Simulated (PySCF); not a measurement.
CH6AlClO2Si, SMILES [OH][Al]([OH])[CH2][SiH2]Cl.

The structure is a stationary point at PBE-D3(BJ)/def2-SVP. The structure was generated by enumeration; whether it is a known compound was not checked. The values are those of a single conformer.

All values below come from PBE0/def2-TZVP in PySCF.

Symmetry labels are those of the subgroup Cs that the program uses (full group Cs).

Computed valence orbital energies around the gap with their symmetry:
```
orbital  symmetry  energy (eV)
-------  --------  -----------
HOMO−7         A"       -10.13
HOMO−6         A'       -10.07
HOMO−5         A'        -9.56
HOMO−4         A"        -9.30
HOMO−3         A'        -9.28
HOMO−2         A"        -9.14
HOMO−1         A"        -8.63
HOMO           A'        -8.45
LUMO           A'        -0.58
LUMO+1         A'        -0.37
LUMO+2         A'         0.96
LUMO+3         A'         1.23
```
